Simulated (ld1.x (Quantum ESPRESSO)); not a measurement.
Reading a pseudo-wave (nitrogen (N))

Columns: radius, all-electron u(r) and pseudo u(r) of the 2p shell (level -7.04 eV) of nitrogen in the configuration [He] 2s2 2p3; revPBE, scalar-relativistic, TM scheme, ld1.x (Quantum ESPRESSO) 7.5.

| r (bohr) | all-electron | pseudo |
| --- | --- | --- |
| 0.072 | 0.0412 | 0.0172 |
| 0.145 | 0.1321 | 0.0682 |
| 0.217 | 0.2379 | 0.1465 |
| 0.290 | 0.3446 | 0.2465 |
| 0.362 | 0.4410 | 0.3560 |
| 0.435 | 0.5260 | 0.4676 |
| 0.507 | 0.5966 | 0.5691 |
| 0.580 | 0.6554 | 0.6561 |
| 0.652 | 0.7011 | 0.7220 |
| 0.725 | 0.7357 | 0.7678 |
| 0.798 | 0.7595 | 0.7942 |
| 0.870 | 0.7739 | 0.8047 |
| 0.942 | 0.7805 | 0.8041 |
| 1.015 | 0.7805 | 0.7960 |
| 1.088 | 0.7750 | 0.7836 |
| 1.160 | 0.7651 | 0.7689 |
| 1.232 | 0.7517 | 0.7529 |
| 1.305 | 0.7353 | 0.7355 |
| 1.378 | 0.7166 | 0.7166 |
| 1.450 | 0.6966 | 0.6966 |
| 1.522 | 0.6754 | 0.6754 |
| 1.595 | 0.6531 | 0.6531 |
| 1.668 | 0.6303 | 0.6303 |
| 1.740 | 0.6075 | 0.6075 |
| 1.812 | 0.5847 | 0.5847 |
| 1.885 | 0.5618 | 0.5618 |

Task: How many radial nodes do the two functions have?

Result: The all-electron 2p function has n − l − 1 = 0; the pseudo-wave has 0.

Task: At about which radius was the pseudo-wave matched?

Result: 1.45 bohr. The columns agree to 0.0005 from 1.30 bohr on; several derivatives are matched, so the curves merge somewhat inside the radius.

Task: Is the pseudo-wave norm-conserving?

Result: Yes: the TM scheme keeps the norm inside the radius equal to the all-electron one, which fixes the energy derivative of the logarithmic derivative at the level.
